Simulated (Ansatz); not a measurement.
Compare A (`C[Si](C)(N)O`) with its isomer B (`CN[SiH](C)O`).

Computed with Ansatz on PBE0-D4/def2-TZVP structures; ΔE is electronic, products minus reactants. CCSD(T)/CBS adds triple-zeta CCSD(T) − MP2 to the extrapolated MP2 energy (def2 sets, frozen cores). Functionals use def2-TZVPP. B3LYP here is the variant with VWN-RPA as its local correlation; programs differ in this. Each species was taken in one conformer, which may not be the lowest.

(1) Which isomer does CCSD(T)/CBS put lower? Give the gap. (An estimate is asked.)

(2) Give E(B) − E(A) in kJ/mol with MP2/def2-TZVPP, B2PLYP, PBE-D4, HF/def2-TZVPP, B3LYP, CCSD(T)/def2-TZVPP, B3LYP-D4. (An estimate is asked.)

Largest T1 diagnostic: 0.010.

Results:

(1) Computed: A, by 88.3 kJ/mol.

(2) The calculation gave: MP2/def2-TZVPP 89.8, B2PLYP 84.7, PBE-D4 84.6, HF/def2-TZVPP 77.8, B3LYP 81.8, CCSD(T)/def2-TZVPP 86.1, B3LYP-D4 83.2. None reverses the order clearly.

In def2-TZVPP, CCSD(T) changes the Hartree–Fock value by +8.3 kJ/mol (the triples alone add +0.7 kJ/mol) and MP2 by +11.9 kJ/mol.
